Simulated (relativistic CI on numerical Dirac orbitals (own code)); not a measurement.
## Radial parameters of Pm57+

These numbers are calculated, not measured: Dirac-Coulomb-Breit CI, separate exchange-only KLI orbitals for each configuration, QED by a radiative potential, unscaled Slater integrals (own radial code, finite nucleus).

Slater integrals F^k, G^k are unscaled and averaged over j, outside the closed core 1s2; ζ comes from projecting the Hamiltonian with its Breit term on Σ l·s of the shell.

- 2s2p: G^1(2s,2p) = 1.2294e+06, ζ(2p) = 3.3627e+06 cm⁻¹; <r>(2s) = 0.09349, <r^2>(2s) = 0.01032, <r>(2p) = 0.08133, <r^2>(2p) = 0.008019 (bohr units).
- 2p²: F^2(2p,2p) = 1.164e+06, ζ(2p) = 3.3516e+06 cm⁻¹; <r>(2p) = 0.08141, <r^2>(2p) = 0.008036 (bohr units).
- 2p3s: ζ(2p) = 3.3985e+06, G^1(2p,3s) = 126950 cm⁻¹; <r>(2p) = 0.08109, <r^2>(2p) = 0.007974, <r>(3s) = 0.2165, <r^2>(3s) = 0.0535 (bohr units).

Averages of the first 10 configurations, taken without configuration mixing, which lowers the lowest level and can move excited configurations by several eV; other configurations of the list can lie among them:

```csv
Configuration,Parity,States,Average energy above the lowest level (eV)
2s²,even,1,10.3
2s2p,odd,12,565.9
2p²,even,15,1172.2
2p3s,odd,12,7668.1
2p3p,even,36,7840.1
2s3s,even,4,7094.3
2s3p,odd,12,7270.8
2s3d,even,20,7394.1
2s4s,even,4,9522.4
2s4p,odd,12,9595.5
```
